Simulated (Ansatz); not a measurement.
Job for Ansatz (a first-principles code): R-B97M-V/def2-TZVPPD on H4 (a complex). Files ending in .json are basis or fitting sets from the Basis Set Exchange.

Ansatz 0.2 input:
```yaml
crystal:
  periodic: [false, false, false]
  atoms:
    - {symbol: H, position_ang: [0.01918998, 0.21921854, -0.28211616]}
    - {symbol: H, position_ang: [0.18702023, -0.10958982, -0.92801742]}
    - {symbol: H, position_ang: [-0.22628332, 0.23400342, 3.00453646]}
    - {symbol: H, position_ang: [0.02007311, -0.34363215, 2.60559713]}
basis:
  gaussian:
    orbitals: def2-TZVPPD.json
hamiltonian:
  xc: {name: B97M-V}
scf: {lower_state_search: off}
```

It printed:

```
WARN ansatz: RAYON_NUM_THREADS=1 ignored (pool sized by the plan → 1); use --threads N
Functional definition: B97M-V
these checks for a lower state are left out or cut short: stability, starts, cluster_reference, orbital_swaps, neighbouring_geometries, increment
integrals: 0.01 GiB planned
236 factors; their error is unknown
mean field: 0.11 GiB planned
mean field evaluation 1: about -63.5483 eV, gradient 7.4e0 eV
mean field evaluation 2: about -63.8134 eV, gradient 1.9e0 eV
mean field evaluation 4: about -63.8253 eV, gradient 7.4e-2 eV
mean field evaluation 8: about -63.8188 eV, gradient 8.7e-4 eV
mean field -63.81881082 eV, -2.3452980397 hartree, gradient 6.8e-6 eV, S^2 0.000000; 0 other end points of the search recorded, 0 dependent functions left out
reference -63.81885313 eV, -2.3452995946 hartree; 2, 2 occupied and 66, 66 virtual orbitals, 236 factors
Total energy: -63.81885313 eV, -2.3452995946 hartree
Checks for a lower state left out: stability, starts, cluster_reference, orbital_swaps, neighbouring_geometries, increment
```

The run converged.

Cost: very roughly 0.23 core-seconds.
